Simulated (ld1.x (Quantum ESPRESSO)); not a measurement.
# Varying the TM potential for tin (Sn)

Base potential:

tin (Sn), norm-conserving Troullier–Martins (Kleinman–Bylander form), made with ld1.x (Quantum ESPRESSO) 7.5 (PBEsol, scalar-relativistic). Core [Kr] 4d10, reference 5s2 5p2. Waves: 5s (bound): rc 2.00 bohr; 5p (bound): rc 2.70 bohr; 5d channel at 0.25 Ry: rc 2.25 bohr. Local part: the d channel. Core correction: none.

Cutoffs, loose and tight: the cutoffs (Ry, on a coarse ladder) from which the occupation-weighted sum of valence levels, in a spherical-Bessel basis at the reference potential, stays within 10 and 1 mRy of its value at 400 Ry. They do not see the model core or the augmentation charge, which bear on the density cutoff. Test errors are all-electron minus pseudo excitation energies from the reference, over the configurations 5s2 5p1; 5s2 5p0; 5s1 5p0; 5s2 5p1.5; 5s1 5p3; 5s2 5p2.3; 5s1 5p2. A dash means not determined; rows that change the core or the reference have their own tests. The largest error is taken over the tests solved by every variant that gives reliable tests at all: 5s1 5p2; 5s1 5p3; 5s2 5p1; 5s2 5p1.5; 5s2 5p2.3.

A true bound ghost makes a file unfit for plane-wave use even where its test errors are small: the radial tests pick states by their node count and pass the ghost by. Where a test does run into it, the solver fails or the error is huge.

| change | outcome | cutoff, loose | cutoff, tight | bound ghosts | largest test error (meV) |
| --- | --- | --- | --- | --- | --- |
| base | generated | 12 Ry | 30 Ry | s, p | +8.5 |
| all radii scaled by about 0.78 (s 1.56, p 2.10, d 1.74 bohr) | generated | 50 Ry | 100 Ry | s, p | +9.3 |
| all radii scaled by about 0.87 (s 1.74, p 2.36, d 1.96 bohr) | generated | 25 Ry | 50 Ry | s, p | +9.2 |
| all radii scaled by about 0.92 (s 1.84, p 2.48, d 2.06 bohr) | generated | 21 Ry | 30 Ry | s, p | +8.6 |
| all radii scaled by about 1.11 (s 2.22, p 3.00, d 2.50 bohr) | generated | 12 Ry | 30 Ry | s, p | -13 |
| all radii scaled by about 1.19 (s 2.38, p 3.20, d 2.66 bohr) | generated | 12 Ry | 25 Ry | s, p | -24 |
| all radii scaled by about 1.29 (s 2.58, p 3.50, d 2.92 bohr) | generated | 10 Ry | 25 Ry | s, p | -112 |
| all radii scaled by about 1.39 (s 2.78, p 3.76, d 3.14 bohr) | generated | 8 Ry | 21 Ry | s | +21 |

Reading the sweep of the scale of all radii (base = 1) (base included, trends over the rows without a ghost): Bound ghosts are found at 0.78, 0.87, 0.92, 1, 1.11, 1.19, 1.29, 1.39. Every judged row has one, so this setting neither creates nor removes them.
